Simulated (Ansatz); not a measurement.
```yaml
crystal:
  periodic: [false, false, false]
  atoms:
    - {symbol: Be, position_ang: [-0.005563, -0.006962, -0.012862]}
    - {symbol: F, position_ang: [0.143612, 1.443751, 0.225323]}
    - {symbol: F, position_ang: [-1.279136, -0.694179, 0.397286]}
    - {symbol: F, position_ang: [1.109090, -0.773276, -0.576557]}
basis:
  gaussian: {orbitals: aug-cc-pVDZ}
total_charge: -1
hamiltonian: {xc: {name: CAM-B3LYP}, pseudopotentials: {relativity: none}}
scf: {omitted_lower_state_checks: [starts]}
output: {forces: true}
```

```sh
$ ansatz run in.yaml --threads 4 --pin off --events-out ev --progress --plain --max-ram 3916MiB
```

Output, abridged:

```
Functional definition: CAM-B3LYP
727 factors; their error is unknown
259 factors; integrals over basis functions are off by at most 7.1e-5 eV
mean field evaluation 1: about -8558.9532 eV, gradient 1.2e1 eV
mean field evaluation 2: about -8559.2462 eV, gradient 1.1e1 eV
mean field evaluation 4: about -8559.4176 eV, gradient 5.5e-1 eV
mean field evaluation 8: about -8559.4548 eV, gradient 3.3e-2 eV
mean field -8559.45482195 eV, -314.5541628999 hartree, gradient 1.3e-5 eV, S^2 0.000000; 0 other end points of the search recorded, 0 dependent functions left out
reference -8559.45496328 eV, -314.5541680934 hartree; 16, 16 occupied and 76, 76 virtual orbitals, 727 factors
Total energy: -8559.45496328 eV, -314.5541680934 hartree
Atom 0 at    -0.005563    -0.006962    -0.012862 Å, force    -0.514251    -0.078001     0.407036 eV/Å
Atom 1 at     0.143612     1.443751     0.225323 Å, force    -0.007246     0.311177    -0.009582 eV/Å
Atom 2 at    -1.279136    -0.694179     0.397286 Å, force     0.167805     0.076785    -0.130715 eV/Å
Atom 3 at     1.109090    -0.773276    -0.576557 Å, force     0.353692    -0.309960    -0.266739 eV/Å
Dipole moment:     0.018046     0.003029    -0.032418 e Å
Checks for a lower state left out: starts
```

Hardware: 4 threads of Arm Neoverse V1 on a shared host. Wall time 0.85 s.

The dipole of an ion depends on the origin.
